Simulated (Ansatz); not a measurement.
`[CH3][Bi]([CH3])[Cl]` + H–F → `[CH3][Bi]([CH3])[F]` + HCl at 500 K and 1 bar (ligand exchange at a Bi–Cl bond).

Program: Ansatz. Geometries: PBE0-D4/def2-TZVP. ΔE: electronic, gas phase. CBS: MP2 limit from def2 TZ/QZ plus the TZ coupled-cluster correction, frozen cores. This one scheme is used for every species. Elements past krypton have def2 core potentials. For Bi outer-core shells are correlated without core-valence functions, which leaves a few kJ/mol of doubt a bond.

```
               species  CCSD(T)/CBS energy (Eh)  H − E (kJ/mol)  S (J/(mol·K))
`[CH3][Bi]([CH3])[Cl]`               -753.70994           237.7          439.2
                   H–F               -100.39570            39.4          188.7
 `[CH3][Bi]([CH3])[F]`               -393.70535           238.0          429.8
                   HCl               -460.38127            32.5          201.9
```

H − E and S are ideal-gas, rigid-rotor, harmonic terms from PBE0-D4/def2-TZVP. 1 Eh = 2625.50 kJ/mol, R = 8.31446 J/(mol·K).

By hand: ΔE, ΔH, ΔS and ΔG.

ΔE = (-393.70535) + (-460.38127) − (-753.70994) − (-100.39570) = 0.01902 Eh = 49.9 kJ/mol. Δ(H − E) = 238.0 + 32.5 − 237.7 − 39.4 = -6.6, so ΔH = 43.3 kJ/mol. ΔS = 429.8 + 201.9 − 439.2 − 188.7 = 3.8 J/(mol·K). ΔG = 43.3 − 500 × (3.8)/1000 = 41.4 kJ/mol.

By hand: the equilibrium constant, and the temperature at which ΔG would vanish if ΔH and ΔS stayed fixed.

log₁₀ K = −ΔG/(RT ln 10) = -4.3. ΔG = 0 at ΔH/ΔS = 11395 K, far beyond where these terms or the molecules hold.

The number of gas molecules stays the same, so ΔS is small and ΔH decides. A doubt of 5 kJ/mol in ΔE shifts log₁₀ K by 0.5 here. These are equilibria of isolated gas molecules and say nothing of rates. Largest T1 diagnostic: 0.014 (customary marks: 0.02 for closed shells, 0.045 for open ones).
